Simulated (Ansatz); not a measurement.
Computed with Ansatz (an electronic-structure program) with B3LYP-D3(BJ)/def2-TZVP. No frequencies were computed at this level.

Ansatz 0.2 input:
```yaml
crystal:
  periodic: [false, false, false]
  atoms:
    - { symbol: F, position_ang: [1.629181, -0.096553, 0.007234] }
    - { symbol: Ga, position_ang: [-0.099882, 0.005945, -0.000383] }
    - { symbol: H, position_ang: [-0.682363, 1.434262, -0.007305] }
    - { symbol: H, position_ang: [-0.846937, -1.343654, 0.000453] }
basis:
  gaussian: { orbitals: def2-tzvp }
hamiltonian:
  xc: b3lyp
  dispersion: d3bj
relax:
  max_steps: 150
```

Output:

```
Functional definition: B3LYP
647 factors; their error is unknown
mean field evaluation 1: about -55127.7764 eV, gradient 4.7e1 eV
mean field evaluation 2: about -55114.9855 eV, gradient 1.1e2 eV
mean field evaluation 4: about -55130.7081 eV, gradient 5.2e0 eV
mean field evaluation 8: about -55130.7285 eV, gradient 1.8e-2 eV
mean field -55130.88484550 eV, -2026.0226490162 hartree, gradient 3.1e-5 eV, S^2 0.000000; 0 other end points of the search recorded, 0 dependent functions left out
reference -55130.88504458 eV, -2026.0226563321 hartree; 21, 21 occupied and 70, 70 virtual orbitals, 647 factors
relax step   1: F+E_penalty+E_count = -55130.94372265 eV  Δ(F+E_penalty+E_count) = +0.000e0 eV  max|allowed force component| = 9.557e-1 eV/Å  Δτ_max = 0.0000 Å  (24 SCF iters, accepted)
these checks for a lower state are left out or cut short: starts, cluster_reference, orbital_swaps, neighbouring_geometries, increment
647 factors; their error is unknown
mean field evaluation 16: about -55130.7467 eV, gradient 1.7e0 eV
mean field -55130.90472692 eV, -2026.0233796447 hartree, gradient 2.6e-5 eV, S^2 0.000000; 0 other end points of the search recorded, 0 dependent functions left out
reference -55130.90492598 eV, -2026.0233869603 hartree; 21, 21 occupied and 70, 70 virtual orbitals, 647 factors
relax step   2: F+E_penalty+E_count = -55130.96346946 eV  Δ(F+E_penalty+E_count) = -1.975e-2 eV  max|allowed force component| = 5.332e-1 eV/Å  Δτ_max = 0.0264 Å  (27 SCF iters, accepted)
these checks for a lower state are left out or cut short: starts, cluster_reference, orbital_swaps, neighbouring_geometries, increment
647 factors; their error is unknown
mean field -55130.91050176 eV, -2026.0235918664 hartree, gradient 2.5e-5 eV, S^2 0.000000; 0 other end points of the search recorded, 0 dependent functions left out
reference -55130.91070082 eV, -2026.0235991819 hartree; 21, 21 occupied and 70, 70 virtual orbitals, 647 factors
relax step   3: F+E_penalty+E_count = -55130.96916723 eV  Δ(F+E_penalty+E_count) = -5.698e-3 eV  max|allowed force component| = 3.410e-2 eV/Å  Δτ_max = 0.0131 Å  (27 SCF iters, accepted)
these checks for a lower state are left out or cut short: starts, cluster_reference, orbital_swaps, neighbouring_geometries, increment
647 factors; their error is unknown
mean field evaluation 32: about -55130.9105 eV, gradient 4.2e-5 eV
mean field -55130.91052345 eV, -2026.0235926636 hartree, gradient 8.4e-5 eV, S^2 0.000000; 0 other end points of the search recorded, 0 dependent functions left out
reference -55130.91072250 eV, -2026.0235999785 hartree; 21, 21 occupied and 70, 70 virtual orbitals, 647 factors
relax step   4: F+E_penalty+E_count = -55130.96919305 eV  Δ(F+E_penalty+E_count) = -2.583e-5 eV  max|allowed force component| = 8.680e-3 eV/Å  Δτ_max = 0.0026 Å  (19 SCF iters, accepted)
647 factors; their error is unknown
mean field -55130.91052345 eV, -2026.0235926636 hartree, gradient 8.4e-5 eV, S^2 0.000000; 1 other end points of the search recorded, 0 dependent functions left out
reference -55130.91072250 eV, -2026.0235999785 hartree; 21, 21 occupied and 70, 70 virtual orbitals, 647 factors
Total energy: -55130.96939210 eV, -2026.0257560465 hartree
Atom 0 at     1.636321    -0.096944     0.007625 Å, force     0.000708    -0.000047    -0.002261 eV/Å
Atom 1 at    -0.130682     0.007739    -0.001867 Å, force    -0.002332     0.000169     0.008680 eV/Å
Atom 2 at    -0.668461     1.468201    -0.006855 Å, force     0.000661    -0.002636    -0.003202 eV/Å
Atom 3 at    -0.837179    -1.378996     0.001096 Å, force     0.000963     0.002515    -0.003217 eV/Å
Dipole moment:    -0.477637     0.028294    -0.003634 e Å
```

Cost: around 13 core-seconds (rough).
